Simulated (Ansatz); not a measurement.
```yaml
crystal:
  periodic: [false, false, false]
  atoms:
    - {symbol: Ru, position_ang: [-1.529822, -0.579949, -0.309975]}
    - {symbol: Ru, position_ang: [0.650012, -0.900098, -0.625623]}
    - {symbol: Ru, position_ang: [-0.343783, 1.016864, 0.688030]}
    - {symbol: H, position_ang: [-0.414444, 0.076220, 1.919517]}
    - {symbol: H, position_ang: [0.416582, -0.074534, -1.918095]}
    - {symbol: H, position_ang: [1.221465, 0.461496, 0.246157]}
basis:
  gaussian: {orbitals: def2-TZVP}
total_charge: 1
hamiltonian: {xc: {name: wB97M-V}}
output: {forces: true}
```

```sh
$ ansatz run in.yaml --threads 4 --pin off --events-out ev --progress --plain --max-ram 3916MiB
```

It prints (some lines left out):

```
Functional definition: wB97M-V
1227 factors; their error is unknown
303 factors; integrals over basis functions are off by at most 1.6e-5 eV
mean field evaluation 1: about -7763.8406 eV, gradient 8.6e1 eV
mean field evaluation 2: about -7739.8089 eV, gradient 1.5e2 eV
mean field evaluation 4: about -7776.6778 eV, gradient 8.7e0 eV
mean field evaluation 8: about -7776.9584 eV, gradient 9.7e-1 eV
mean field evaluation 16: about -7776.9884 eV, gradient 5.6e-2 eV
mean field evaluation 32: about -7776.9889 eV, gradient 1.1e-3 eV
mean field -7776.98891267 eV, -285.7990711083 hartree, gradient 1.1e-5 eV, S^2 0.000000; 4 other end points of the search recorded, 0 dependent functions left out
reference -7776.98898755 eV, -285.7990738600 hartree; 25, 25 occupied and 113, 113 virtual orbitals, 1227 factors
Total energy: -7776.98898755 eV, -285.7990738600 hartree
Atom 0 at    -1.529822    -0.579949    -0.309975 Å, force     0.032219     0.012730     0.009186 eV/Å
Atom 1 at     0.650012    -0.900098    -0.625623 Å, force     0.382533    -0.511829    -0.210476 eV/Å
Atom 2 at    -0.343783     1.016864     0.688030 Å, force    -0.118330     0.596347     0.254880 eV/Å
Atom 3 at    -0.414444     0.076220     1.919517 Å, force    -0.013589    -0.086371     0.007687 eV/Å
Atom 4 at     0.416582    -0.074534    -1.918095 Å, force    -0.059286     0.060177    -0.022857 eV/Å
Atom 5 at     1.221465     0.461496     0.246157 Å, force    -0.223546    -0.071054    -0.038420 eV/Å
Dipole moment:    -0.171611    -0.065202    -0.034993 e Å
```

It took 45 s on 4 threads of Arm Neoverse V1 on a shared host, peak host memory 0.62 GiB.

In the def2 sets Ru takes a core potential; there is no spin–orbit coupling. The restricted singlet is unstable towards broken spin symmetry at other levels; at RKS ωB97M-V/def2-TZVP this wasn't settled.

The dipole of an ion depends on the origin.
